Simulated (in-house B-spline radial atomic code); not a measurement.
# PBE excitations of the ytterbium ion Yb²⁺

Method: PBE. Computed with a B-spline radial code for spherical atoms: linear response of the closed shell [Xe] 4f14 with the functional's adiabatic kernel; scalar-relativistic (spin-free one-electron X2C), finite nucleus, no spin-orbit coupling, no double excitations, S, P, D and F terms only; shells from n = 3 respond. Only terms of natural parity with L up to 3 were computed.

Spin-orbit coupling is strong here, so these LS terms don't match observed levels.

Command:
```bash
python run_td.py task.json out
```
Settings (radii: box in bohr, nucleus in fm):
```
Z                        70
electrons                68
configuration            [Xe] 4f14
hamiltonian              x2c
method                   pbe,pbe
box_radius               29.48
rms_radius               5.3108
intervals                72
```

Cost of the run: 7 s on 1 thread of Arm Neoverse N1 (shared host).

The lowest states, in the order of their Tamm-Dancoff energies; the method's threshold (minus the highest occupied level) is 17.627 eV. Labels give the largest channel, * marks a mixed state, and oscillator strengths are full-response dipole values. Semilocal kernels can invert the small singlet-triplet splittings of Rydberg terms. Energies in eV:

```
     state  full response  Tamm-Dancoff  oscillator strength
4f → 6s 3F          2.297         2.303                    -
4f → 6s 1F          2.399         2.401                    -
4f → 5d 3P          3.731         3.799                    -
4f → 5d 3F          3.998         4.024                    -
4f → 5d 1F          4.424         4.438                    -
4f → 5d 1P          5.399         5.856                0.112
4f → 6p 3D              ?             ?                    -
4f → 6p 1D          7.222         7.231                    -
4f → 7s 3F         11.483        11.484                    -
4f → 7s 1F         11.507        11.508                    -
4f → 6d 3P         12.318        12.325                    -
4f → 6d 3F         12.381        12.384                    -
4f → 6d 1F              ?             ?                    -
4f → 6d 1P         12.586        12.647             0.000408
4f → 7p 3D         12.900        12.901                    -
4f → 7p 1D         12.945        12.947                    -
```

Problem. Where does 4f → 6d 1F lie?

Solution. At 12.450 eV in full response, 12.452 eV in Tamm-Dancoff.

Problem. Where does 4f → 6p 3D lie?

Solution. At 7.045 eV in full response, 7.050 eV in Tamm-Dancoff.

Problem. How large is the singlet-triplet splitting of 4f → 6s (F terms) in Tamm-Dancoff?

Solution. 0.0979 eV, from the unrounded values.

Problem. What polarisabilities and dispersion coefficient does the method give?

Solution. Dipole 7.902 bohr³, quadrupole 20.28 bohr⁵, C6 37.58 hartree·bohr⁶ for two such species.
